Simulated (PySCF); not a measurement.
BrSn (SMILES [Br][Sn]), doublet, at a GFN2-xTB geometry (such geometries of metal compounds can be far from the true shape) (the spin is typed, not shown lowest) (all electrons, no relativity); B3LYP5/STO-3G (PySCF).

The PySCF input:
```python
from pyscf import gto, scf, dft

mol = gto.Mole()
mol.atom = '''
    Sn   -0.000000   -0.000000   -1.039530
    Br    0.000000    0.000000    1.485043
'''
mol.basis = 'sto-3g'
mol.charge = 0
mol.spin = 1
mol.verbose = 4
mol.build()

mf = dft.UKS(mol)
mf.xc = 'b3lyp5'
mf.kernel()
```

Output, abridged:

```
PySCF version 2.14.0

[INPUT] verbose = 4
[INPUT] num. atoms = 2
[INPUT] num. electrons = 85
[INPUT] charge = 0
[INPUT] spin (= nelec alpha-beta = 2S) = 1
[INPUT] symmetry False subgroup None
[INPUT] Mole.unit = angstrom
[INPUT] Symbol           X                Y                Z      unit          X                Y                Z       unit  Magmom
[INPUT]  1 Sn     0.000000000000   0.000000000000  -1.039530000000 AA    0.000000000000   0.000000000000  -1.964426998269 Bohr   0.0
[INPUT]  2 Br     0.000000000000   0.000000000000   1.485043000000 AA    0.000000000000   0.000000000000   2.806324553202 Bohr   0.0

nuclear repulsion = 366.818515095424
number of shells = 19
number of NR pGTOs = 135
number of NR cGTOs = 45
basis = sto-3g
ecp = {}

******** <class 'pyscf.dft.uks.UKS'> ********
method = UKS
initial guess = minao
damping factor = 0
level_shift factor = 0
DIIS = <class 'pyscf.scf.diis.CDIIS'>
diis_start_cycle = 1
diis_space = 8
diis_damp = 0
SCF conv_tol = 1e-09
SCF conv_tol_grad = None
SCF max_cycles = 50
direct_scf = True
direct_scf_tol = 1e-13
number electrons alpha = 43  beta = 42
XC library pyscf.dft.libxc version 7.1.2
    S. Lehtola, C. Steigemann, M. J. T. Oliveira, and M. A. L. Marques,  SoftwareX 7, 1–5 (2018)
XC functionals = b3lyp5
    P. A. M. Dirac,  Math. Proc. Cambridge Philos. Soc. 26, 376 (1930)
    F. Bloch,  Z. Phys. 57, 545 (1929)
    A. D. Becke,  Phys. Rev. A 38, 3098 (1988)
    C. Lee, W. Yang, and R. G. Parr,  Phys. Rev. B 37, 785 (1988)
    B. Miehlich, A. Savin, H. Stoll, and H. Preuss,  Chem. Phys. Lett. 157, 200 (1989)
    S. H. Vosko, L. Wilk, and M. Nusair,  Can. J. Phys. 58, 1200 (1980)
radial grids:
    Treutler-Ahlrichs [JCP 102, 346 (1995); DOI:10.1063/1.469408] (M4) radial grids

becke partition: Becke, JCP 88, 2547 (1988); DOI:10.1063/1.454033
pruning grids: <function nwchem_prune>
grids dens level: 3
symmetrized grids: False
atomic radii adjust function: <function treutler_atomic_radii_adjust>
small_rho_cutoff = 0
Set gradient conv threshold to 3.16228e-05
tot grids = 42384
init E= -8490.99177799264

cycle= 1 E= -8510.91378810443  delta_E= -19.9  |g|= 0.188  |ddm|= 1.51
cycle= 2 E= -8510.87606625059  delta_E= 0.0377  |g|= 0.236  |ddm|= 0.998
cycle= 3 E= -8510.94307928455  delta_E= -0.067  |g|= 0.0349  |ddm|= 0.708
cycle= 4 E= -8510.94505387279  delta_E= -0.00197  |g|= 0.00256  |ddm|= 0.119
cycle= 5 E= -8510.94506537353  delta_E= -1.15e-05  |g|= 0.000248  |ddm|= 0.0094
cycle= 6 E= -8510.94506549637  delta_E= -1.23e-07  |g|= 2.28e-05  |ddm|= 0.000998
cycle= 7 E= -8510.94506549908  delta_E= -2.71e-09  |g|= 8.5e-06  |ddm|= 0.000209
cycle= 8 E= -8510.94506549925  delta_E= -1.71e-10  |g|= 9.54e-07  |ddm|= 4.48e-05
Extra cycle  E= -8510.94506549924  delta_E= 3.64e-12  |g|= 6.11e-07  |ddm|= 1.11e-05
converged SCF energy = -8510.94506549924  <S^2> = 0.75127812  2S+1 = 2.0012777
```
